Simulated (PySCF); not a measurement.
C5H8O, triplet, at a GFN2-xTB geometry (a higher spin typed on purpose: for a closed-shell molecule this is an excited state). Base run: DF-PBE0/6-31G* (PySCF).

Input for PySCF:
```python
from pyscf import gto, scf, dft

mol = gto.Mole()
mol.atom = '''
    O     0.863189    1.826044   -0.658817
    C     0.394161    0.884222    0.069748
    C     1.135481   -0.479910    0.114715
    C     0.055620   -1.542524   -0.049711
    C    -1.189062   -0.886295    0.537486
    C    -1.111390    0.536018    0.004577
    H     1.910358   -0.514339   -0.652910
    H     1.614324   -0.538693    1.096959
    H     0.327645   -2.471410    0.453209
    H    -0.102845   -1.755736   -1.107763
    H    -1.133346   -0.881928    1.626708
    H    -2.113489   -1.378749    0.235734
    H    -1.449733    0.597031   -1.036691
    H    -1.667289    1.266410    0.594403
'''
mol.basis = '6-31g*'
mol.charge = 0
mol.spin = 2
mol.verbose = 5
mol.build()

mf = dft.UKS(mol)
mf.xc = 'pbe0'
mf = mf.density_fit(auxbasis='def2-universal-jkfit')
mf.kernel()
```

The base run was repeated with changes; each row names its change, and settings that it needs were set with it.

```json
[
 {"change": "base", "basis functions": "100", "E (Eh)": "-270.13461", "HOMO (eV)": "-4.16", "dipole (D)": "2.30"},
 {"change": "basis = x2c-SVPall; relativity = none (without mf = mf.density_fit(auxbasis='def2-universal-jkfit'))", "basis functions": "124", "E (Eh)": "-269.94207", "HOMO (eV)": "-4.38", "dipole (D)": "2.27"},
 {"change": "basis = jorge-DZP-DKH; relativity = spin-free X2C; nucleus = Gaussian (with mol.nucmod = 'G'; without mf = mf.density_fit(auxbasis='def2-universal-jkfit'))", "basis functions": "130", "E (Eh)": "-270.29900", "HOMO (eV)": "-4.37", "dipole (D)": "2.38"},
 {"change": "basis = cc-pVDZ-DK; relativity = spin-free X2C (without mf = mf.density_fit(auxbasis='def2-universal-jkfit'))", "basis functions": "124", "E (Eh)": "-270.28267", "HOMO (eV)": "-4.25", "dipole (D)": "2.20"},
 {"change": "basis = jorge-DZP-DKH; relativity = spin-free X2C (without mf = mf.density_fit(auxbasis='def2-universal-jkfit'))", "basis functions": "130", "E (Eh)": "-270.29903", "HOMO (eV)": "-4.37", "dipole (D)": "2.38"},
 {"change": "basis = cc-pVDZ-DK; relativity = spin-free X2C; nucleus = Gaussian (with mol.nucmod = 'G'; without mf = mf.density_fit(auxbasis='def2-universal-jkfit'))", "basis functions": "124", "E (Eh)": "-270.28264", "HOMO (eV)": "-4.25", "dipole (D)": "2.20"},
 {"change": "basis = cc-pVDZ-DK; relativity = none (without mf = mf.density_fit(auxbasis='def2-universal-jkfit'))", "basis functions": "124", "E (Eh)": "-270.14884", "HOMO (eV)": "-4.25", "dipole (D)": "2.20"},
 {"change": "basis = x2c-SVPall; relativity = spin-free X2C (without mf = mf.density_fit(auxbasis='def2-universal-jkfit'))", "basis functions": "124", "E (Eh)": "-270.06770", "HOMO (eV)": "-4.37", "dipole (D)": "2.26"},
 {"change": "basis = x2c-SVPall; relativity = spin-free X2C; nucleus = Gaussian (with mol.nucmod = 'G'; without mf = mf.density_fit(auxbasis='def2-universal-jkfit'))", "basis functions": "124", "E (Eh)": "-270.06767", "HOMO (eV)": "-4.37", "dipole (D)": "2.26"},
 {"change": "basis = jorge-DZP-DKH; relativity = none (without mf = mf.density_fit(auxbasis='def2-universal-jkfit'))", "basis functions": "130", "E (Eh)": "-270.16744", "HOMO (eV)": "-4.38", "dipole (D)": "2.39"}
]
```

Totals shift with the method and basis; they matter in differences.

Open shells are given as the SCF converged; they aren't shown to be the lowest states, and a large step between rows can be another state.

Basis sets contracted for a relativistic Hamiltonian are a mismatch without it, so the rows without relativity aren't non-relativistic limits. No row has spin-orbit coupling; sets with core potentials leave out the core electrons.
